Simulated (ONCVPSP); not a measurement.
What the settings do to the ONCV potential of Ge

Base potential:

```json
{
 "Element": "germanium (Ge)",
 "Generator": "ONCVPSP 4.0.1",
 "Type": "optimised norm-conserving Vanderbilt (ONCV)",
 "Functional": "PW91",
 "Relativity": "non-relativistic",
 "Frozen core": "[Ne]",
 "Valence charge": "22",
 "Reference configuration": "3s2 3p6 3d10 4s1 4p3",
 "Partial waves": "3s+4s: rc 1.05 bohr, ncon 4, nbas 8, qcut 10 1/bohr, 2 projectors; 3p+4p: rc 0.90 bohr, ncon 5, nbas 8, qcut 17.7 1/bohr, 2 projectors; 3d: rc 1.25 bohr, ncon 4, nbas 8, qcut 10.1 1/bohr, 1 projector",
 "Local potential": "polynomial inside 0.85 bohr (lpopt 5, dvloc0 1 Ha)",
 "Core correction": "none"
}
```

Cutoffs, loose and tight: the cutoffs (Ha) at which the residual kinetic energy of the hardest occupied pseudo-wave falls to 1 and 0.1 mHa per electron. They do not see the model core or the augmentation charge, which bear on the density cutoff. Test errors are all-electron minus pseudo excitation energies from the reference, over the configurations 3s2 3p6 3d10 4s2 4p2; 3s2 3p6 3d10 4s2 4p1; 3s2 3p6 3d10 4s2 4p0; 3s2 3p6 3d10 4s0 4p0. A dash means not determined; rows that change the core or the reference have their own tests.

| change | outcome | cutoff, loose | cutoff, tight | bound ghosts | GHOST(+) flags above zero | largest test error (meV) |
| --- | --- | --- | --- | --- | --- | --- |
| base | generated | 98 Ha | 152 Ha | none | none | -12 |
| local potential polynomial inside 0.60 bohr (lpopt 4, dvloc0 -1 Ha) | generated | 98 Ha | 152 Ha | none | none | -12 |
| functional PBE | generated | 98 Ha | 152 Ha | none | none | -17 |
| s: qcut 7.8 | generated | 98 Ha | 152 Ha | none | none | -13 |

**Question.** What comes out with this change to the base: p: rc 1.12?

**Answer.** outcome: generated; cutoff, loose: 72 Ha; cutoff, tight: 152 Ha; bound ghosts: none; GHOST(+) flags above zero: none; largest test error (meV): -13.

**Question.** What comes out with this change to the base: reference 3s2 3p6 3d10 4s2 4p1.5?

**Answer.** outcome: generated; cutoff, loose: 98 Ha; cutoff, tight: 152 Ha; bound ghosts: none; GHOST(+) flags above zero: none; largest test error (meV): -438.
